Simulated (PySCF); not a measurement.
# Si 2p3/2 core levels and what the atom is bonded to

Gas-phase molecules, one conformer each, relaxed by PBE0-D3(BJ)/def2-SVP with no frequency check. Core levels by delta-SCF with SCAN, pcX-2 on the ionised atom and pcseg-1 elsewhere, spin-free X2C (2p3/2 is the spin-free 2p value less a third of a first-order spin-orbit splitting); energies from the vacuum level.

```
                  structure (SMILES)            Si bonded to  mean electronegativity of these (Pauling)  Si 2p3/2 (eV)
            F[Si]([SiH3])(Cl)N[SiH3]              1 Si + 3 H                                       2.12         106.99
        F[Si]([SiH3])([SiH3])S[SiH3]        1 F + 1 S + 2 Si                                       2.59         107.63
              O[SiH](N[SiH3])P[SiH3]   1 N + 1 O + 1 P + 1 H                                       2.72              ?
      [SiH3]N[Si](P)(N[SiH3])N[SiH3]               3 N + 1 P                                       2.83         107.04
           O[Si](Cl)(B[SiH3])N[SiH3]  1 B + 1 Cl + 1 N + 1 O                                       2.92         107.94
    C#C[Si](O[SiH3])(O[SiH3])O[SiH3]               1 C + 3 O                                       3.22         108.42
F[Si]([O][GeH3])([O][GeH3])[O][GeH3]               1 F + 3 O                                       3.58         108.39
```

**Question.** Fit a straight line to the complete rows and predict the core level of Si in O[SiH](N[SiH3])P[SiH3], bonded to 1 N + 1 O + 1 P + 1 H.

**Answer.** E = 104.723 + 1.047·χ (6 points, rms 0.32 eV, correlation 0.837). At 2.72 this gives 107.57 eV; the calculation itself gave 107.34 eV, so the fit is off by 0.23.

For scale, for O[SiH](N[SiH3])P[SiH3]: the job took 54 s on 1 thread of Arm Neoverse V2 (aarch64), shared host, peak memory 0.72 GiB, launched as `OMP_NUM_THREADS=1 python cluster_run.py task.json out`.
